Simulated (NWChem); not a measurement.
Molecule: C4H2ClF; SMILES C(=C\F)(/Cl)C#C

```xyz
8

C      2.4131     0.6607     0.0000
C      1.2474     0.3374     0.0000
C     -0.1047    -0.0721     0.0000
Cl    -0.4353    -1.8058     0.0000
C     -1.1550     0.7615     0.0000
F     -0.9842     2.0866     0.0000
H      3.4362     0.9617     0.0000
H     -2.1925     0.4481     0.0000
```
Atoms are numbered in this order, from 1.

Structure relaxed at the B3LYP/6-31G* (spherical d) level.

Question: Give the principal values of the shielding tensors (ppm) of C1, C2, C3, Cl4, C5 from PBE/pcSseg-1, GIAO (NWChem), with their diamagnetic and paramagnetic parts as GIAO splits them.

Answer: 
| atom | σ11 | σ22 | σ33 | isotropic | diamagnetic | paramagnetic |
|---|---|---|---|---|---|---|
| C1 | 24.4 | 44.3 | 177.2 | 82.0 | 255.9 | -174.0 |
| C2 | 4.8 | 9.3 | 290.7 | 101.6 | 249.8 | -148.2 |
| C3 | -8.5 | 90.4 | 112.1 | 64.7 | 261.7 | -197.0 |
| Cl4 | 528.3 | 535.4 | 1021.0 | 694.9 | 1147.1 | -452.2 |
| C5 | -78.6 | 49.2 | 71.9 | 14.2 | 250.3 | -236.1 |
